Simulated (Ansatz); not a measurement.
ZrAl₆⁺. The state is a doublet with charge 1. Geometry B3LYP-D4/def2-SVP, basis def2-TZVP, Ansatz.

```tsv
atom	x (Å)	y (Å)	z (Å)
Zr1	0.0402	-2.0004	-1.2651
Al2	0.4663	0.7002	-1.7491
Al3	-0.7307	2.1608	0.0899
Al4	0.6671	1.0284	1.9260
Al5	1.8847	-0.4547	0.1198
Al6	-1.8730	-0.1413	-0.4958
Al7	-0.4545	-1.2930	1.3742
```

```
run  HOMO (eV)  LUMO (eV)
  A      -8.74      -6.66
  B      -7.85      -7.37
  C      -8.15      -7.27
  D     -10.43      -4.79
```

In the def2 sets Zr takes a core potential; there is no spin–orbit coupling. Another isomer (doublet) lies 0.10 eV lower at PBE0-D4/def2-TZVP.

HOMO and LUMO are taken over both spins.

**Question.** The runs used PBE, PBE0, r2SCAN, ωB97X-V. Estimate which is which.

**Answer.** A PBE0 (25 % exact exchange); B PBE (0 % exact exchange); C r2SCAN (0 % exact exchange); D ωB97X-V (range-separated). Exact exchange lowers occupied and raises empty levels; among semilocal functionals meta-GGAs tend to open the gap a little, and such runs are hard to tell apart. The gap grows from 0.48 eV (PBE) to 5.64 eV (ωB97X-V). At PBE0-D4/def2-TZVP, r2SCAN-D4/def2-TZVP, ωB97X-V/def2-TZVP the charge 1 doublet is spin-contaminated (final ⟨S²⟩ up to 0.88, 0.75 for a pure state).
